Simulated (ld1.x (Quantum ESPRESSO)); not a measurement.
**Which change was made? (In, TM)**

```json
{
  "Element": "In (Z = 49)",
  "Generator": "ld1.x (Quantum ESPRESSO) 7.5",
  "Type": "norm-conserving Troullier–Martins (Kleinman–Bylander form)",
  "Functional": "LDA (PZ)",
  "Relativity": "scalar-relativistic",
  "Frozen core": "[Kr] 4d10",
  "Valence charge": "3",
  "Reference configuration": "5s2 5p0.75 (charge +0.25)",
  "Partial waves": "5s (bound): rc 2.35 bohr; 5d channel at 0.35 Ry: rc 2.25 bohr; 5p (bound): rc 2.00 bohr",
  "Local potential": "the p channel",
  "Core correction": "a·sin(br)/r model core, default radius (core density twice the valence density)"
}
```

Cutoffs, loose and tight: the cutoffs (Ry, on a coarse ladder) from which the occupation-weighted sum of valence levels, in a spherical-Bessel basis at the reference potential, stays within 10 and 1 mRy of its value at 400 Ry. They do not see the model core or the augmentation charge, which bear on the density cutoff. Test errors are all-electron minus pseudo excitation energies from the reference, over the configurations 5s2 5p1; 5s2 5p0; 5s1 5p0; 5s1 5p1; 5s0 5p3; 5s2 5p1.3; 5s2 5p0.5 (two spin-polarised tests are not counted in the largest error); variants that change the core or the reference have their own tests.

The base gives: outcome: generated; cutoff, loose: 18 Ry; cutoff, tight: 30 Ry; bound ghosts: s, d; largest test error (meV): -203.

Question: After one change the result is: outcome: generated; cutoff, loose: 10 Ry; cutoff, tight: 25 Ry; bound ghosts: d; largest test error (meV): -170. Which change was it?
A. all radii but the core radius scaled by about 0.94 (s 2.22, p 1.88, d 2.12 bohr)
B. all radii but the core radius scaled by about 0.77 (s 1.80, p 1.54, d 1.72 bohr)
C. all radii but the core radius scaled by about 1.09 (s 2.56, p 2.18, d 2.46 bohr)

Answer: C. The others give: all radii but the core radius scaled by about 0.77 (s 1.80, p 1.54, d 1.72 bohr) → outcome: generated; cutoff, loose: 40 Ry; cutoff, tight: 140 Ry; bound ghosts: s; largest test error (meV): -194 | all radii but the core radius scaled by about 0.94 (s 2.22, p 1.88, d 2.12 bohr) → outcome: generated; cutoff, loose: 21 Ry; cutoff, tight: 35 Ry; bound ghosts: s, d; largest test error (meV): -196.
